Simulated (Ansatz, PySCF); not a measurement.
GeF₂, SMILES [F][Ge][F] (connectivity only; charge and spin as stated), neutral, multiplicity 1. Atoms are numbered in the order given.

```xyz
3

Ge     0.0000     0.0000     0.3991
F      0.0000    -1.3212    -0.7611
F      0.0000     1.3212    -0.7611
```

The structure is a stationary point at B3LYP-D3(BJ)/def2-TZVP. The isomer is the one that the SMILES or the coordinates give; other isomers of the formula were not compared.

Two levels are set side by side: PBE-D3(BJ)/def2-TZVP (Ansatz, a program for electronic structure) and B3LYP-D3(BJ)/def2-TZVP (Ansatz). Each level has its own optimised geometry; the coordinates shown are those of the second. Frequencies come from the Hessian of PySCF at each geometry. Differences are taken from unrounded values.

```json
[
 {"quantity": "mean bond length (Å)", "B3LYP-D3(BJ)": "1.758", "PBE-D3(BJ)": "1.772", "PBE-D3(BJ) minus B3LYP-D3(BJ)": "0.014"},
 {"quantity": "bond Ge1–F2 (Å)", "B3LYP-D3(BJ)": "1.758", "PBE-D3(BJ)": "1.772", "PBE-D3(BJ) minus B3LYP-D3(BJ)": "0.014"},
 {"quantity": "bond Ge1–F3 (Å)", "B3LYP-D3(BJ)": "1.758", "PBE-D3(BJ)": "1.772", "PBE-D3(BJ) minus B3LYP-D3(BJ)": "0.014"},
 {"quantity": "highest harmonic wavenumber (cm⁻¹)", "B3LYP-D3(BJ)": "675", "PBE-D3(BJ)": "652", "PBE-D3(BJ) minus B3LYP-D3(BJ)": "-23"},
 {"quantity": "mean harmonic wavenumber (cm⁻¹)", "B3LYP-D3(BJ)": "526", "PBE-D3(BJ)": "507", "PBE-D3(BJ) minus B3LYP-D3(BJ)": "-18"},
 {"quantity": "zero-point energy (kcal/mol)", "B3LYP-D3(BJ)": "2.25", "PBE-D3(BJ)": "2.17", "PBE-D3(BJ) minus B3LYP-D3(BJ)": "-0.08"}
]
```

GGA bonds tend to be longer and softer than those of functionals with exact exchange. Differences between two approximate levels are no errors against the true value.
